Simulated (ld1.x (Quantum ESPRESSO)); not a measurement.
Cd: variants of one RRKJ potential

Base potential:

* Element: cadmium (Cd)
* Generator: ld1.x (Quantum ESPRESSO) 7.5
* Type: norm-conserving RRKJ (Kleinman–Bylander form)
* Functional: LDA (PZ)
* Relativity: scalar-relativistic
* Frozen core: [Ar] 3d10
* Valence charge: 20
* Reference configuration: 4s2 4p6 4d10 5s1 5p1
* Partial waves: 4p (bound): rc 1.15 bohr; 4d (bound): rc 1.20 bohr; 4s (bound): rc 1.35 bohr
* Local potential: the s channel
* Core correction: none

Occupied shells without a wave of their own: 5p, 5s. They enter only through the test configuration that unscreens the potential.

Cutoffs, loose and tight: the cutoffs (Ry, on a coarse ladder) from which the occupation-weighted sum of valence levels, in a spherical-Bessel basis at the reference potential, stays within 10 and 1 mRy of its value at 400 Ry. They do not see the model core or the augmentation charge, which bear on the density cutoff. Test errors are all-electron minus pseudo excitation energies from the reference, over the configurations 4s2 4p6 4d10 5s2 5p0; 4s2 4p6 4d10 5s1 5p0; 4s2 4p6 4d10 5s0 5p0; 4s2 4p6 4d9 5s0 5p0; 4s2 4p6 4d8 5s0 5p0; 4s2 4p5 4d10 5s2 5p0; 4s2 4p6 4d10 5s0 5p2 (two spin-polarised tests are not counted in the largest error). A dash means not determined; rows that change the core or the reference have their own tests.

```tsv
change	outcome	cutoff, loose	cutoff, tight	bound ghosts	largest test error (meV)
base	generated, misses its reference levels by 1.58 eV	120 Ry	200 Ry	none	-5117
wave 4d (bound): rc 1.20 bohr becomes 4d (bound): rc 1.08 bohr	generated, misses its reference levels by 1.58 eV	140 Ry	230 Ry	none	-5115
wave 4d (bound): rc 1.20 bohr becomes 4d (bound): rc 1.26 bohr	generated, misses its reference levels by 1.58 eV	110 Ry	180 Ry	none	-5117
wave 4d (bound): rc 1.20 bohr becomes 4d (bound): rc 1.50 bohr	generated, misses its reference levels by 1.58 eV	110 Ry	180 Ry	none	-5125
wave 4d (bound): rc 1.20 bohr becomes 4d (bound): rc 1.60 bohr	generated, misses its reference levels by 1.58 eV	110 Ry	180 Ry	none	-5131
wave 4d (bound): rc 1.20 bohr becomes 4d (bound): rc 1.80 bohr	generated, misses its reference levels by 1.58 eV	110 Ry	180 Ry	none	-5133
```

Question: What comes out with this change to the base: wave 4d (bound): rc 1.20 bohr becomes 4d (bound): rc 0.76 bohr?

Answer: outcome: generated, misses its reference levels by 1.58 eV; cutoff, loose: 300 Ry; cutoff, tight: over 300 Ry; bound ghosts: none; largest test error (meV): -5103.

Question: What comes out with this change to the base: wave 4d (bound): rc 1.20 bohr becomes 4d (bound): rc 0.98 bohr?

Answer: outcome: generated, misses its reference levels by 1.58 eV; cutoff, loose: 160 Ry; cutoff, tight: 260 Ry; bound ghosts: none; largest test error (meV): -5112.

Reading the sweep of the d radius (base included, trends over the rows without a ghost): The loose cutoff falls from 300 Ry at 0.76 to 110 Ry at 1.8 bohr. A larger radius leaves more room for a smooth pseudo-wave, so fewer plane waves are needed; a smaller one forces it to follow the all-electron wave where it bends sharply. The median size of the test errors (rows with all tests solved) stays near 1883.7 meV.
